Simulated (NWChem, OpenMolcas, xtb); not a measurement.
**TlBr (SMILES [Br][Tl]): methods side by side**

The species is TlBr (2 atoms), meant as a singlet with charge 0. As SMILES, `[Br][Tl]`. The bond length is the measured one.

| atom | x (Å) | y (Å) | z (Å) |
| --- | --- | --- | --- |
| Br | 0.0000 | 0.0000 | 0.0000 |
| Tl | 0.0000 | 0.0000 | 2.6182 |

Quantity: the energy change with the Br1–Tl2 bond stretched from 2.618 to 3.927 Å, in eV. The values are calculated.

| level | kind | program | value (eV) | less CCSD(T)/def2-TZVPPD | CPU time (all runs) |
| --- | --- | --- | --- | --- | --- |
| GFN1-xTB | semi-empirical | xtb | 2.08 | +0.39 | under 2 s |
| HF/def2-TZVPPD (core potential) (restricted) | Hartree–Fock | OpenMolcas | 1.47 | -0.22 | 25 s |
| SVWN5/def2-TZVPPD (core potential) (restricted) | LDA | OpenMolcas | 1.87 | +0.18 | 42 s |
| BLYP/def2-TZVPPD (core potential) (restricted) | GGA | OpenMolcas | 1.36 | -0.33 | 50 s |
| M06-L/def2-TZVPPD (core potential) (restricted) | meta-GGA | NWChem | 1.50 | -0.19 | 2.5 min |
| PBE0/def2-TZVPPD (core potential) (restricted) | global hybrid | NWChem | 1.69 | 0.00 | 98 s |
| wB97X/def2-TZVPPD (core potential) (restricted) | range-separated hybrid | NWChem | 1.70 | +0.01 | 4.6 min |
| B2PLYP/def2-TZVPPD (core potential) (restricted) | double hybrid | OpenMolcas | 1.63 | -0.06 | 32 s |
| MP2/def2-TZVPPD (core potential) (restricted) | perturbation theory | OpenMolcas | 1.76 | +0.07 | 16 s |
| CCSD(T)/def2-TZVPPD (core potential) (restricted) | coupled cluster or CI | NWChem | 1.69 | 0.00 | 18 min |

CCSD(T)/def2-TZVPPD (core potential) (restricted) is the highest level here, not the true value. The first shape isn't each level's own minimum. The values span 1.36 to 2.08 eV. In the correlated wave-function rows the outer d shell of Br is correlated, in sets not made for it. CPU times are rough (shared hosts, several kinds of processor): they show what a rung costs within a factor of a few.
